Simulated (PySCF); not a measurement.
# A survey of ³¹P NMR shifts

Theoretical values (PySCF 2.14.0 with density-fitted response routines): geometry: GFN2-xTB, PBE0/pcSseg-1 with gauge-including orbitals. Averaged over atoms made equivalent by symmetry, fast rotation or ring inversion, a single conformation, no solvent model, relativity neglected.

Shieldings were converted by a linear fit to measured shifts: ³¹P (scatter 18.1 ppm rms vs H3PO4, solution or neat liquid). A few per cent of atoms miss by over 2 rms, more outside the fitted compound classes.

Q: Give the ³¹P shifts of `C#CP(=O)(CC)CC`.

A: 
```csv
compound,environment,δ (ppm)
C#CP(=O)(CC)CC,"phosphorus bonded to 3 C, O",6.5
```

Q: Order these by ³¹P shift, lowest first.
A. CCC1=CC[P@@H](=O)C1
B. O=C=PCCC(F)(F)F
C. C=[P@]1(C)C(C)=C1OC
D. CC=C=PCCCO
E. C#Cc1pc(CC)cs1
F. C=C[C@@H]1C[P@H](=O)[C@@H]1C

A: B (-192.1 ppm, phosphorus bonded to 2 C), C (-49.9 ppm, phosphorus bonded to 4 C, in a 3-membered ring), F (-6.7 ppm, phosphorus bonded to 2 C, O, H, in a 4-membered ring), A (22.9 ppm, phosphorus bonded to 2 C, O, H, in a 5-membered ring), D (71.8 ppm, phosphorus bonded to 2 C), E (236.9 ppm, phosphorus bonded to 2 C, in a 5-membered ring).
